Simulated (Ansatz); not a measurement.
This geometry of C5H9ClO (16 atoms, charge 0, multiplicity 1) is a first-order saddle point.

Computed with RKS PBE/STO-3G (Ansatz 0.2.0).

```xyz
16
Properties=species:S:1:pos:R:3
C 0.942 -2.515 -0.016
C 0.129 -1.428 -0.069
O -1.257 -1.593 0.203
C 0.666 -0.045 -0.531
C 0.286 1.209 0.346
C -1.051 1.904 -0.050
Cl 0.226 0.754 2.155
H 0.553 -3.499 0.279
H 2.006 -2.441 -0.273
H -1.584 -0.620 0.327
H 1.771 -0.121 -0.567
H 0.315 0.170 -1.567
H 1.109 1.955 0.271
H -0.995 2.218 -1.111
H -1.217 2.798 0.579
H -1.923 1.231 0.068
```

Which two structures does it join? (They come from a converged band through this point; their orientation in space is the band's.)

No bond is made or broken. The dihedral O3–C2–C4–C5 goes from -60 to 82°.

Initial state:

```xyz
16
Properties=species:S:1:pos:R:3
C 0.141 -2.217 -0.770
C 0.272 -1.296 0.224
O -0.233 -1.568 1.516
C 1.038 0.036 -0.006
C 0.209 1.335 0.278
C -1.131 1.418 -0.499
Cl -0.145 1.425 2.131
H -0.376 -3.170 -0.595
H 0.566 -2.041 -1.765
H -0.160 -0.642 1.991
H 1.957 0.070 0.620
H 1.355 0.080 -1.069
H 0.836 2.235 0.086
H -0.908 1.445 -1.585
H -1.686 2.335 -0.225
H -1.758 0.532 -0.290
```

Final state:

```xyz
16
Properties=species:S:1:pos:R:3
C 0.476 -2.265 0.611
C 0.186 -1.289 -0.287
O -0.905 -1.472 -1.189
C 0.967 0.045 -0.358
C 0.295 1.244 0.407
C -1.169 1.536 -0.029
Cl 0.336 0.921 2.242
H -0.103 -3.198 0.645
H 1.284 -2.132 1.341
H -0.811 -0.658 -1.822
H 1.984 -0.106 0.057
H 1.084 0.362 -1.420
H 0.924 2.153 0.267
H -1.184 1.825 -1.098
H -1.586 2.370 0.566
H -1.803 0.641 0.113
```

How far does it lie above each of them?

8.1 kcal/mol above the first and 2.3 kcal/mol above the second. This is the barrier of this one path; another mechanism may lie lower. Limits of this set-up: minimal basis.

The run took 3.5 min on 1 thread of Intel(R) Xeon(R) 6975P-C (Granite Rapids), with other jobs on the host, peak memory 0.13 GiB.
